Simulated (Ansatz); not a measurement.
C2H7NSi2, SMILES [SiH3][C@H]1N=C[SiH2]1.

Geometry optimised at B3LYP-D3(BJ)/def2-SVP. The structure was generated by enumeration; whether it is a known compound was not checked.

Two levels are set side by side: PBE/def2-SVPD (Ansatz, an electronic-structure program) and PBE0/def2-SVPD (Ansatz). Energy differences of separate SCF runs at the same geometry; the states with an electron removed or added have multiplicity 2 and 2. Differences are taken from unrounded values.

| quantity | PBE0 |
|---|---|
| vertical ionisation energy (eV) | 8.99 |
| vertical singlet–triplet gap (eV) | 3.29 |

Problem. What does PBE give, and how far is it from PBE0? (Estimate from the structure and the level; the computed values follow.)

Solution. 
```tsv
quantity	PBE	PBE minus PBE0
vertical ionisation energy (eV)	8.81	-0.18
vertical singlet–triplet gap (eV)	3.27	-0.02
```

On these quantities the two levels nearly agree.
